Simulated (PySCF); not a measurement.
Isomers of C4H6BN. Computed with PySCF 2.14.0, PBE0-D3(BJ)/def2-SVP geometry optimisation, gas phase. Energies are electronic, without zero-point or thermal terms, for one conformer each. No frequencies were run at this level. Point groups hold within 0.08 Å.

**Question.** Rank from lowest to highest electronic energy at this level (kJ/mol).
A. `[CH:1]#[C:2]/[CH:3]=[CH:4]\[BH:5][NH2:6]` with C3–C4–B5–N6 9°
B. `C#C[B@@H-](C)[N+]#C`
C. `Bn1cccc1`
D. `[BH3-][N+]#CCC#C`
E. `C1=CBNC=C1` (1,2-dihydro-1,2-azaborine)

**Answer.** E (0.0), C (94.2), A (244.1), B (390.0), D (439.2).

As drawn, the lowest has an N–H bond, which the highest lacks.

```tsv
SMILES	E (Eh)	E rel (kJ/mol)	dipole (D)	point group	A, B, C (MHz)
B1C=CC=CN1	-235.23120	0.0	2.23	Cs	5676, 5362, 2757
Bn1cccc1	-235.19534	94.2	0.35	C2v	8744, 3864, 2680
C#C/C=C\BN	-235.13824	244.1	1.61	near Cs	5651, 2909, 1923
C#C[B@@H-](C)[N+]#C	-235.08267	390.0	6.03	C1	4771, 2690, 1845
[BH3-][N+]#CCC#C	-235.06391	439.2	6.98	–	12053, 1538, 1392
```
